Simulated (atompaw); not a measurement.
# Logarithmic derivatives: ruthenium, PAW (atompaw)

Ru (Z = 44), PAW, made with atompaw 4.2.0.5 (PBE, scalar-relativistic). Core [Kr], reference 4d7 5s1 5p0. Waves: 5s (bound); 5s channel at 1.5 Ry; 5p (bound, empty); 5p channel at 3.35 Ry; 4d (bound); 4d channel at 4.4 Ry. Local part: troulliermartins scheme with l = 3 at -0.5 Ry, radius 2.86 bohr. Core correction: smooth core density matched at 1.62 bohr. Augmentation charge: sinc compensation charge, radius 2.42 bohr; PAW radius 3.12 bohr; waves and projectors: bloechl.

The phase is arctan(r·u′/u) with u = r·R(r), unwrapped; energies in Ry, scanned from -2 to 5 Ry. A pole is an energy at which the radial function vanishes at the test radius. The pseudo phase is shifted by a multiple of π to meet the all-electron one at the reference energy, and phase errors are pseudo minus all-electron; the curves can meet again beyond the range given. Levels narrower than the energy grid can be missing from the lists of poles.

```json
{"channel": "s", "radius (bohr)": "3.13", "reference energy (Ry)": "-0.31", "poles, all-electron": "0.91", "poles, pseudo": "0.90", "unbroken range about the reference energy with phases within 0.05 rad": "below 3.2", "phase error 1 Ry above the reference energy (rad)": "-0.001"}
{"channel": "p", "radius (bohr)": "3.13", "reference energy (Ry)": "-0.07", "poles, all-electron": "1.82", "poles, pseudo": "1.80", "unbroken range about the reference energy with phases within 0.05 rad": "below 4.1", "phase error 1 Ry above the reference energy (rad)": "-0.003"}
{"channel": "d", "radius (bohr)": "3.13", "reference energy (Ry)": "-0.38", "poles, all-electron": "-0.23, 3.58", "poles, pseudo": "-0.23, 3.58", "unbroken range about the reference energy with phases within 0.05 rad": "the whole range", "phase error 1 Ry above the reference energy (rad)": "-0.005"}
```

Phases in the d channel:

```csv
E (Ry),all-electron,pseudo
-2.00,1.346,1.345
-1.76,1.330,1.329
-1.52,1.309,1.308
-1.28,1.280,1.279
-1.04,1.234,1.233
-0.80,1.141,1.139
-0.56,0.739,0.737
-0.32,-1.394,-1.395
-0.08,-1.702,-1.703
0.16,-1.808,-1.810
0.40,-1.893,-1.896
0.64,-1.992,-1.997
0.88,-2.141,-2.150
1.12,-2.412,-2.428
1.36,-2.958,-2.986
1.60,-3.686,-3.707
1.84,-4.133,-4.143
2.08,-4.353,-4.357
2.32,-4.474,-4.476
2.56,-4.551,-4.552
2.80,-4.604,-4.605
3.04,-4.645,-4.645
3.28,-4.678,-4.678
3.52,-4.706,-4.706
3.76,-4.731,-4.731
4.00,-4.754,-4.754
4.24,-4.778,-4.778
4.48,-4.803,-4.803
4.72,-4.830,-4.830
4.96,-4.862,-4.862
```
